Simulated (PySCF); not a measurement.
C₇H₁₄S₂.
Numbering: `[CH3:1][CH:2]([CH3:3])[C@@H:4]1[CH2:5][CH2:6][CH2:7][S:8][S:9]1` (hydrogens: H10, H11, H12 on C1; H13 on C2; H14, H15, H16 on C3; H17 on C4; H18, H19 on C5; H20, H21 on C6; H22, H23 on C7)

Method used: PBE0-D3(BJ)/def2-SVP geometry optimisation, gas phase (PySCF 2.14.0).

What internal coordinates does the optimisation give?

| bond | length (Å) |
| --- | --- |
| C1–C2 | 1.527 |
| C2–C3 | 1.524 |
| C2–C4 | 1.536 |
| C4–C5 | 1.532 |
| C5–C6 | 1.529 |
| C6–C7 | 1.523 |
| C7–S8 | 1.819 |
| S8–S9 | 2.073 |
| C4–S9 | 1.840 |
| C1–H10, C1–H11, C1–H12 | 1.101 |
| C2–H13 | 1.104 |
| C3–H14, C3–H15, C3–H16 | 1.101 |
| C4–H17 | 1.106 |
| C5–H18 | 1.102 |
| C5–H19 | 1.102 |
| C6–H20 | 1.103 |
| C6–H21 | 1.103 |
| C7–H22 | 1.102 |
| C7–H23 | 1.102 |

Bonds in one row agree within 0.01 Å and their mean is given. A selection of angles:
| angle | degrees |
| --- | --- |
| C1–C2–C3 | 110.5 |
| C1–C2–C4 | 111.7 |
| C3–C2–C4 | 111.5 |
| C2–C4–C5 | 116.0 |
| C2–C4–S9 | 112.8 |
| C5–C4–S9 | 108.8 |
| C4–C5–C6 | 116.0 |
| C5–C6–C7 | 114.7 |
| C6–C7–S8 | 112.9 |
| C7–S8–S9 | 98.2 |
| C4–S9–S8 | 99.2 |

Torsions: C1–C2–C4–C5 -49° (synclinal); C2–C4–C5–C6 -62° (synclinal); C4–C5–C6–C7 -62° (synclinal); C5–C6–C7–S8 63° (synclinal); C6–C7–S8–S9 -62° (synclinal); C7–S8–S9–C4 59° (synclinal); C2–C4–S9–S8 66° (synclinal).

The 2 C–S bonds span 1.819 Å (C7–S8, drawn single) to 1.840 Å (C4–S9, drawn single), a spread of 0.021 Å. Of the pairs four or more bonds apart, S9···H14 is among the closest relative to their van der Waals radii: 2.75 Å, 92 % of the sum of Bondi's values. The 6-membered ring C4–C5–C6–C7–S8–S9 has internal angles of 98.2° to 116.0°; it is puckered, 0.32 Å rms from its mean plane, widest ring torsion 66°. S9 (disulfide sulfur) is bent (angle 99.2°).

Point group: C1 (no symmetry element, even within 0.4 Å). Stationary, but not proved a minimum. The numbers are those of one conformer.
